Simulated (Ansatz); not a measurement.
Start from `[SiH3][N]([SiH3])[Ga]([N]([SiH3])[SiH3])[N]([SiH3])[SiH3]` and change one element to get `[SiH3][N]([SiH3])[In]([N]([SiH3])[SiH3])[N]([SiH3])[SiH3]`.

Ansatz, PBE0-D4/def2-TZVP geometries, multiplicity 1. Each molecule was computed in one conformer, which needn't be the lowest.

Elements past krypton have def2 core potentials. Scalar relativity is left out up to krypton.

| property | `[SiH3][N]([SiH3])[Ga]([N]([SiH3])[SiH3])[N]([SiH3])[SiH3]` |
| --- | --- |
| LUMO energy (ωB97M-V/def2-TZVPP) / eV | 0.45 |
| HOMO–LUMO gap (B3LYP/def2-TZVPP) / eV | 6.04 |
| LUMO energy (B3LYP/def2-TZVPP) / eV | -1.43 |
| HOMO energy (PBE0/def2-TZVPP) / eV | -7.70 |
| LUMO energy (PBE0/def2-TZVPP) / eV | -1.25 |
| LUMO energy (PBE/def2-TZVPP) / eV | -2.13 |

(1) Give the same properties after the change, and the shifts. (Estimate.)

## Answers

(1) Ansatz gave: 
| property | `[SiH3][N]([SiH3])[In]([N]([SiH3])[SiH3])[N]([SiH3])[SiH3]` | shift |
| --- | --- | --- |
| LUMO energy (ωB97M-V/def2-TZVPP) / eV | -0.21 | -0.66 |
| HOMO–LUMO gap (B3LYP/def2-TZVPP) / eV | 5.19 | -0.85 |
| LUMO energy (B3LYP/def2-TZVPP) / eV | -2.21 | -0.78 |
| HOMO energy (PBE0/def2-TZVPP) / eV | -7.63 | 0.07 |
| LUMO energy (PBE0/def2-TZVPP) / eV | -2.00 | -0.75 |
| LUMO energy (PBE/def2-TZVPP) / eV | -2.89 | -0.76 |

With PBE0 the HOMO rises by 0.07 eV and the LUMO falls by 0.75 eV, so the gap narrows by about 0.82 eV. PBE moves the HOMO by 0.08 eV and ωB97M-V by 0.07 eV.

B3LYP here is the variant with VWN-RPA as its local correlation; programs differ in this.
